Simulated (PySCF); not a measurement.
Two species compared at the same levels of theory.

First species: C2H16Si5.
Numbering: `[CH3:1][Si@@H:2]([SiH3:3])[Si@@H:4]([SiH3:5])[CH2:6][SiH3:7]` (hydrogens: H8, H9, H10 on C1; H11 on Si2; H12, H13, H14 on Si3; H15 on Si4; H16, H17, H18 on Si5; H19, H20 on C6; H21, H22, H23 on Si7)

Second species: C8H7FSi.
Bonds: C1–C2 (triple), C2–Si3, Si3–F4, Si3–C5, C5–C6 (triple), C6–C7, Si3–C8, C8–C9 (triple), C9–C10. Hydrogens: H11 on C1; H12, H13, H14 on C7; H15, H16, H17 on C10.

Levels: PBE0/pcSseg-1 for dipole moment, HOMO energy, LUMO energy and HOMO–LUMO gap; GFN2-xTB for rotational constant A and rotational constant C. Geometries: GFN2-xTB. Each species is one conformer at its optimised geometry, gas phase, non-relativistic unless stated. Electronic properties by PySCF.

Dipoles, sizes and rotational constants follow the conformer. The torsions of the flexible species, by atom-mapped SMILES:
- `[CH3:1][Si@@H:2]([SiH3:3])[Si@@H:4]([SiH3:5])[CH2:6][SiH3:7]`: C1–Si2–Si4–Si5 -48°, Si2–Si4–C6–Si7 171°

Values for the first species:

| Quantity | Value |
| --- | --- |
| Dipole moment | 1.16 D |
| HOMO energy | -7.74 eV |
| LUMO energy | -0.60 eV |
| HOMO–LUMO gap | 7.14 eV |
| Rotational constant A | 1.411 GHz |
| Rotational constant C | 0.405 GHz |

Q: Estimate the same properties for the second species, and the change in each.

A: 
| property | first | second | second less first |
| --- | --- | --- | --- |
| dipole moment | 1.16 D | 3.15 D | +1.99 D |
| HOMO energy | -7.74 eV | -7.75 eV | -0.01 eV |
| LUMO energy | -0.60 eV | -0.91 eV | -0.31 eV |
| HOMO–LUMO gap | 7.14 eV | 6.84 eV | -0.30 eV |
| rotational constant A | 1.411 GHz | 1.072 GHz | -0.339 GHz |
| rotational constant C | 0.405 GHz | 0.509 GHz | +0.104 GHz |

On the first: The dipole matches unit charges of opposite sign 0.24 Å apart (1 e·Å = 4.8032 D).

On the second: In atomic units the dipole is 1.24 e·bohr (1 au = 2.5417 D). GFN2-xTB frequencies show an imaginary mode (28i cm⁻¹), so this geometry is no minimum at that level.
